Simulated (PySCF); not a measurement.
Isomers of C6H14NPSi.

All values: PBE0/pcSseg-1 (PySCF) at GFN2-xTB geometries, gas phase, one conformer each.

(1) Rank by LUMO energy, highest first.
A. `[CH3:1][C:2]([CH3:3])([CH3:4])[NH:5][P:6]1[CH:7]=[C:8]1[SiH3:9]` with C2–N5–P6–C7 160°
B. `[SiH3]N=[P@]12CC[C@H](CC1)C2`
C. `[CH:1]#[C:2][CH2:3][P:4]([SiH3:5])[CH2:6][N:7]([CH3:8])[CH3:9]` with C2–C3–P4–Si5 -47°, C3–P4–C6–N7 -142°, P4–C6–N7–C8 160°
D. `[CH3:1][C:2]([CH3:3])([CH2:4][C:5]#[N:6])[CH2:7][SiH2:8][PH2:9]` with C1–C2–C4–C5 65°, C1–C2–C7–Si8 -178°, C2–C7–Si8–P9 -178°, C7–Si8–P9–H -169° and -76°

(2) Rank by HOMO–LUMO gap, lowest first.
A. `[CH3:1][C:2]([CH3:3])([CH3:4])[NH:5][P:6]1[CH:7]=[C:8]1[SiH3:9]` with C2–N5–P6–C7 160°
B. `[CH:1]#[C:2][CH2:3][P:4]([SiH3:5])[CH2:6][N:7]([CH3:8])[CH3:9]` with C2–C3–P4–Si5 -47°, C3–P4–C6–N7 -142°, P4–C6–N7–C8 160°
C. `[SiH3]N=[P@]12CC[C@H](CC1)C2`
D. `[CH3:1][C:2]([CH3:3])([CH2:4][C:5]#[N:6])[CH2:7][SiH2:8][PH2:9]` with C1–C2–C4–C5 65°, C1–C2–C7–Si8 -178°, C2–C7–Si8–P9 -178°, C7–Si8–P9–H -169° and -76°

(3) Rank by the highest Hirshfeld charge on any atom, lowest value first.
A. `C1C[P@]2(C[C@@H]1CC2)=N[SiH3]`
B. `[CH3:1][C:2]#[C:3][P@@:4]([CH3:5])([CH2:6][CH3:7])=[N:8][SiH3:9]` with C3–P4–C6–C7 180°
C. `[CH3:1][C:2]([CH3:3])([CH3:4])[NH:5][P:6]1[CH:7]=[C:8]1[SiH3:9]` with C2–N5–P6–C7 160°
D. `[CH3:1][C:2]([CH3:3])([CH2:4][C:5]#[N:6])[CH2:7][SiH2:8][PH2:9]` with C1–C2–C4–C5 65°, C1–C2–C7–Si8 -178°, C2–C7–Si8–P9 -178°, C7–Si8–P9–H -169° and -76°
E. `[CH:1]#[C:2][CH2:3][P:4]([SiH3:5])[CH2:6][N:7]([CH3:8])[CH3:9]` with C2–C3–P4–Si5 -47°, C3–P4–C6–N7 -142°, P4–C6–N7–C8 160°

Answers

(1) B (0.73 eV), C (0.40 eV), D (0.13 eV), A (-0.70 eV).

(2) A (5.35 eV), B (6.79 eV), C (7.26 eV), D (7.65 eV).

(3) E (+0.218 e), D (+0.279 e), C (+0.325 e), A (+0.405 e), B (+0.425 e).

All values together:

| SMILES | μ (D) | HOMO (eV) | LUMO (eV) | lowest IAO charge (e) | highest IAO charge (e) | lowest Hirshfeld charge (e) | highest Hirshfeld charge (e) |
| --- | --- | --- | --- | --- | --- | --- | --- |
| CC(C)(C)NP1C=C1[SiH3] | 1.11 | -6.05 | -0.70 | -0.632 (N) | +0.620 (Si) | -0.207 (N) | +0.325 (Si) |
| CC#C[P@@](C)(CC)=N[SiH3] | 4.52 | -6.62 | 0.06 | -1.057 (N) | +1.397 (P) | -0.396 (N) | +0.425 (P) |
| CC(C)(CC#N)C[SiH2]P | 3.62 | -7.52 | 0.13 | -0.532 (C) | +0.557 (Si) | -0.229 (N) | +0.279 (Si) |
| [SiH3]N=[P@]12CC[C@H](CC1)C2 | 4.50 | -6.53 | 0.73 | -1.039 (N) | +1.334 (P) | -0.403 (N) | +0.405 (P) |
| C#CCP([SiH3])CN(C)C | 2.06 | -6.39 | 0.40 | -0.443 (C) | +0.416 (Si) | -0.114 (C) | +0.218 (Si) |

Conformers: `[CH3:1][C:2]([CH3:3])([CH3:4])[NH:5][P:6]1[CH:7]=[C:8]1[SiH3:9]` with C2–N5–P6–C7 160°; `[CH3:1][C:2]#[C:3][P@@:4]([CH3:5])([CH2:6][CH3:7])=[N:8][SiH3:9]` with C3–P4–C6–C7 180°; `[CH3:1][C:2]([CH3:3])([CH2:4][C:5]#[N:6])[CH2:7][SiH2:8][PH2:9]` with C1–C2–C4–C5 65°, C1–C2–C7–Si8 -178°, C2–C7–Si8–P9 -178°, C7–Si8–P9–H -169° and -76°; `[CH:1]#[C:2][CH2:3][P:4]([SiH3:5])[CH2:6][N:7]([CH3:8])[CH3:9]` with C2–C3–P4–Si5 -47°, C3–P4–C6–N7 -142°, P4–C6–N7–C8 160°.
